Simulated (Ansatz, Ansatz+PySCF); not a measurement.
```yaml
atoms:
  - { symbol: C, position_ang: [0.0000, -0.0273, -0.5970] }
  - { symbol: O, position_ang: [0.0000, -0.0604, 0.6881] }
  - { symbol: H, position_ang: [0.0000, -0.9832, -0.9301] }
  - { symbol: H, position_ang: [-0.8233, 0.4285, -0.9891] }
  - { symbol: H, position_ang: [0.8233, 0.4285, -0.9891] }
  - { symbol: H, position_ang: [0.0000, 0.7728, 0.9856] }
```

Basis set: def2-SVP (spherical functions). Correlated methods keep 2 orbitals frozen. Charge 0, multiplicity 1.

Computed with Ansatz (development build ahead of 0.2.0); each method stands on the lowest determinant of its kind that the runs found. Restricted open shells among the atoms or ions are ROHF, correlated in semicanonical orbitals with singles.

Question: Give the atomization energy at this shape (free ground-state atoms in the same class of orbitals less the molecule, no zero-point energy) of singlet CH4O by RHF-CCSD(T), RHF-MP2, RHF, UHF.

Answer:

```
     method  atomization energy
RHF-CCSD(T)            19.99 eV
    RHF-MP2            20.15 eV
        RHF            15.55 eV
        UHF            15.30 eV
```

Caution: the shape is not the minimum.
